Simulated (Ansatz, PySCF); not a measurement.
This singlet lies 1.15 eV below the relaxed triplet at the level frozen-core CCSD(T)/cc-pVTZ // B3LYP-D3(BJ)/def2-TZVP (Ansatz, a program for electronic structure).

## CH₄NS, SMILES `S[N+]C` (lower singlet; C–N–S–H torsion 0°) (charge 1, multiplicity 1)

All values below come from PBE-D3(BJ)/def2-TZVP // B3LYP-D3(BJ)/def2-TZVP (PySCF 2.14.0).

```json
{
  "HOMO": "-13.59 eV",
  "HOMO–LUMO gap": "2.37 eV",
  "LUMO": "-11.22 eV",
  "total_energy": "-13411.56 eV",
  "cost": "around 28 core-seconds (rough)"
}
```

```xyz
7

C     -0.7320    -0.2085    -0.1038
N      0.2223     0.6809     0.4534
S      1.6937     0.8345     0.0754
H     -1.5755     0.4148    -0.4357
H     -0.3579    -0.8560    -0.8985
H     -1.1481    -0.7801     0.7389
H      1.8975    -0.0854    -0.9363
```
Charge +1, spin multiplicity 1.
